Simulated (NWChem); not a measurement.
# Lowest excitation of H$_{4}$N$_{2}$Si

```xyz
7

Si     0.0000     0.0000    -0.6665
N      1.3245     0.0000     0.4435
H      1.2910     0.0000     1.4591
H      2.2784     0.0000     0.1014
N     -1.3245     0.0000     0.4435
H     -2.2784     0.0000     0.1014
H     -1.2910     0.0000     1.4591
```
Charge 0, spin multiplicity 1.

Program: NWChem. All single points use one geometry, from PBE0/def2-SVP, a minimum by its harmonic frequencies. It is one conformer; others weren't searched.

Basis set: def2-SVPD.

The correlated methods keep 7 core orbitals frozen. The structure started from a generated list of species. Coupled-cluster values serve here as a point of comparison, not as the truth.

### Question
One of these methods gave a lowest vertical singlet excitation energy of 5.63 eV. Which?
A) CIS
B) EOM-CCSD
C) TD-PBE

### Answer
A, CIS. The others give 5.20 (TD-PBE), 5.45 (EOM-CCSD).
